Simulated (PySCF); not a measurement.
# Electronic absorption of C5H3F3S2

Species: C5H3F3S2.
Bonds: F1–C2, C2–F3, C2–F4, C2–S5, S5–C6, C6–C7 (aromatic), C7–C8 (aromatic), C8–S9 (aromatic), S9–C10 (aromatic), C6–C10 (aromatic). Hydrogens: H11 on C7; H12 on C8; H13 on C10.

Method used: PySCF, TDDFT CAM-B3LYP/def2-SVPD, vertical, gas phase, core orbitals frozen in the response. The structure is a single GFN2-xTB conformer in the gas phase; no vibrational or solvent corrections. Torsions of this conformer, `[F:1][C:2]([F:3])([F:4])[S:5][c:6]1[cH:7][cH:8][s:9][cH:10]1`: F1–C2–S5–C6 178°, C2–S5–C6–C7 -91°.

**Question.** List the vertical singlet excitations with oscillator strengths and describe the spectrum.

**Answer.** 

```json
{"state": "S1", "E (eV)": "5.49", "ν̃ (cm⁻¹)": "44320", "f": "0.0003", "|μ| (D)": "0.12", "main configurations (H = HOMO, L = LUMO)": "H-2→L (61%), H-2→L+1 (24%)"}
{"state": "S2", "E (eV)": "5.76", "ν̃ (cm⁻¹)": "46420", "f": "0.043", "|μ| (D)": "1.40", "main configurations (H = HOMO, L = LUMO)": "H→L (85%), H-1→L (8%)"}
{"state": "S3", "E (eV)": "5.88", "ν̃ (cm⁻¹)": "47410", "f": "0.126", "|μ| (D)": "2.38", "main configurations (H = HOMO, L = LUMO)": "H-1→L (76%), H→L (9%)"}
{"state": "S4", "E (eV)": "6.39", "ν̃ (cm⁻¹)": "51540", "f": "0.0027", "|μ| (D)": "0.33", "main configurations (H = HOMO, L = LUMO)": "H-2→L+1 (46%), H-2→L (33%)"}
{"state": "S5", "E (eV)": "6.45", "ν̃ (cm⁻¹)": "52020", "f": "0.027", "|μ| (D)": "1.04", "main configurations (H = HOMO, L = LUMO)": "H→L+1 (52%), H→L+2 (30%)"}
{"state": "S6", "E (eV)": "6.49", "ν̃ (cm⁻¹)": "52310", "f": "0.0025", "|μ| (D)": "0.32", "main configurations (H = HOMO, L = LUMO)": "H-1→L+2 (46%), H-1→L+1 (28%)"}
{"state": "S7", "E (eV)": "6.75", "ν̃ (cm⁻¹)": "54450", "f": "0.092", "|μ| (D)": "1.90", "main configurations (H = HOMO, L = LUMO)": "H→L+2 (47%), H→L+1 (33%)"}
{"state": "S8", "E (eV)": "7.05", "ν̃ (cm⁻¹)": "56830", "f": "0.052", "|μ| (D)": "1.40", "main configurations (H = HOMO, L = LUMO)": "H-1→L+1 (40%), H-1→L+2 (18%), H→L+3 (16%)"}
```

Triplets, Tamm–Dancoff:

| state | E (eV) | λ (nm) | main configurations (H = HOMO, L = LUMO) |
| --- | --- | --- | --- |
| T1 | 3.82 | 324.9 | H→L (88%) |
| T2 | 4.60 | 269.5 | H-1→L (88%) |
| T3 | 5.02 | 246.9 | H-2→L (45%), H-2→L+1 (32%), H-2→L+3 (8%) |

The lowest singlet lies at 5.49 eV (226 nm, ultraviolet) and is dark (f under 0.0005); its leading configuration is HOMO-2→LUMO (61%). The most intense listed level is S3 at 5.88 eV (211 nm, f = 0.126), 0.38 eV above S1. Löwdin shares by element: HOMO carbon 84% or more (atoms not listed hold the other 16%); LUMO carbon 52% or more, sulfur 22% or more (atoms not listed hold the other 27%). Weighted by f, the mean energy of these states is 6.32 eV. The listed states span 1.55 eV, and the widest gap between neighbours is 0.51 eV (S3 to S4). Of the 8 states listed, 5 reach f = 0.01 and 1 stays under 0.0005. Only the lowest 8 singlets were computed, as vertical energies without vibronic structure.
